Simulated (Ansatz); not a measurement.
`[NH2][Mo]([NH2])(=[O])=[S]` + HCl → `[NH2][Mo](=[O])(=[S])[Cl]` + NH₃ at 700 K and 1 bar (ligand exchange at a Mo–N bond).

Calculated with Ansatz (gas phase, PBE0-D4/def2-TZVP geometries, no zero-point term in ΔE). CCSD(T)/CBS adds triple-zeta CCSD(T) − MP2 to the extrapolated MP2 energy (def2 sets, frozen cores). This one scheme is used for every species. Elements past krypton have def2 core potentials. For Mo outer-core shells are correlated without core-valence functions, which leaves a few kJ/mol of doubt a bond. One conformer a species, not always the lowest.

```
                     species  CCSD(T)/CBS energy (Eh)  H − E (kJ/mol)  S (J/(mol·K))
`[NH2][Mo]([NH2])(=[O])=[S]`               -653.02778           225.6          477.9
                         HCl               -460.38127            38.4          211.8
 `[NH2][Mo](=[O])(=[S])[Cl]`              -1056.92850           152.9          453.0
                         NH₃                -56.50880           116.9          226.5
```

H − E and S are ideal-gas, rigid-rotor, harmonic terms from PBE0-D4/def2-TZVP, for one conformer and one mirror image of each species. 1 Eh = 2625.50 kJ/mol, R = 8.31446 J/(mol·K).

Task: By hand: ΔE, ΔH, ΔS and ΔG.

Result: ΔE = (-1056.92850) + (-56.50880) − (-653.02778) − (-460.38127) = -0.02825 Eh = -74.2 kJ/mol. Δ(H − E) = 152.9 + 116.9 − 225.6 − 38.4 = 5.8, so ΔH = -68.4 kJ/mol. ΔS = 453.0 + 226.5 − 477.9 − 211.8 = -10.2 J/(mol·K). ΔG = -68.4 − 700 × (-10.2)/1000 = -61.3 kJ/mol.

Task: By hand: the equilibrium constant, and the temperature at which ΔG would vanish if ΔH and ΔS stayed fixed.

Result: log₁₀ K = −ΔG/(RT ln 10) = 4.6. ΔG = 0 at ΔH/ΔS = 6706 K, far beyond where these terms or the molecules hold.

The number of gas molecules stays the same, so ΔS is small and ΔH decides. A doubt of 5 kJ/mol in ΔE shifts log₁₀ K by 0.4 here. Other conformers and mirror images would add mixing entropy, several J/(mol·K) or more a flexible species. These are equilibria of isolated gas molecules and say nothing of rates. Largest T1 diagnostic: 0.025 (customary marks: 0.02 for closed shells, 0.045 for open ones).
